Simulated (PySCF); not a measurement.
# Core binding energy against partial charge

C₇H₁₂O₂.
Cartesian coordinates in Å at the PBE0-D3(BJ)/def2-SVP level; atoms count from 1:
```xyz
21
C7H12O2 angstrom
C      3.1866   -0.5892    0.2074
C      1.8723    0.1340    0.2695
O      1.7448    1.3298    0.3128
O      0.8431   -0.7236    0.3009
C     -0.4620   -0.1632    0.4035
C     -1.0385    0.3126   -0.9228
C     -2.5244    0.4278   -0.5983
C     -2.8182   -0.7627    0.3416
C     -1.4469   -1.2271    0.8733
H      3.8952   -0.0022   -0.3900
H      3.5927   -0.6686    1.2277
H      3.0725   -1.6004   -0.2014
H     -0.4186    0.6876    1.1032
H     -0.5790    1.2461   -1.2758
H     -0.8590   -0.4703   -1.6801
H     -3.1616    0.4364   -1.4944
H     -2.7084    1.3783   -0.0714
H     -3.3185   -1.5801   -0.1989
H     -3.4984   -0.4697    1.1547
H     -1.1478   -2.1833    0.4162
H     -1.4220   -1.3699    1.9632
```

Binding energies: delta-SCF UKS SCAN, pcX-2 on the ionised atom, pcseg-1 elsewhere, spin-free X2C (PySCF 2.14.0). Charges: PBE0/pcSseg-1 ground-state density, for the ionised atom.

```csv
atom,environment,C 1s (eV),Mulliken (e),IAO (e),Hirshfeld (e),ESP (e)
C6,ring CH2 carbon,290.43,-0.192,-0.270,-0.080,-0.172
C7,ring CH2 carbon,290.55,-0.232,-0.259,-0.065,-0.120
C1,methyl carbon next to a carbonyl,291.18,-0.249,-0.469,-0.121,-0.632
C5,sp3 carbon bound to oxygen,291.94,-0.007,+0.082,+0.044,+0.660
C2,ester carbonyl carbon,294.33,+0.374,+0.527,+0.217,+0.858
```

**Question.** How well does each charge scheme correlate with the binding energies over these sites?

**Answer.** Mulliken: r = 0.97, slope 5.9 eV per e; Hirshfeld: r = 0.94, slope 11.1 eV per e; IAO: r = 0.91, slope 3.7 eV per e; ESP: r = 0.78, slope 2.0 eV per e. On 5 points no scheme stands out.

**Question.** The point-charge model writes a binding energy as kq + V + constant, with V the potential of the other atoms' charges at the site. What does it give with the ESP charges?

**Answer.** V = Σ 14.40 eV Å × q/r over all other atoms: +3.26 eV at C6, +1.32 eV at C7, +9.86 eV at C1, -8.00 eV at C5, -13.18 eV at C2. Fitting binding energy − V to q gives k = 16.7 eV per e and leaves an rms residual of 1.47 eV, against 0.89 eV for the fit on q alone. The model has no term for differences in relaxation between sites.

The structure is a single PBE0-D3(BJ)/def2-SVP conformer in the gas phase; no vibrational or solvent corrections.
